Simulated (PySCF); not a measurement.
**Sc: excitation energy**

Sc [Ar] 3d1 4s2 (2D) → Sc [Ar] 3d2 4s1 (4F), as a difference of total energies. Computed with PySCF 2.14 in aug-cc-pVTZ (8s7p5d3f2g, 93 functions), with the non-relativistic Hamiltonian (point nucleus). Correlated levels: valence: [Ar] frozen. The calculations carry no spin-orbit coupling.

Q: Order these methods by the excitation energy they give, lowest first.
A. PW91
B. MP2 (valence)
C. wB97X
D. SCS-MP2 (valence)

A: A (0.461 eV), C (1.275 eV), B (1.431 eV), D (1.759 eV).

These non-relativistic numbers lack the scalar-relativistic shift.

Errors of the correlated levels include the incompleteness of this basis and the frozen core.

For comparison: 1.427 eV (measured; NIST levels, between the centres of gravity of the two terms).
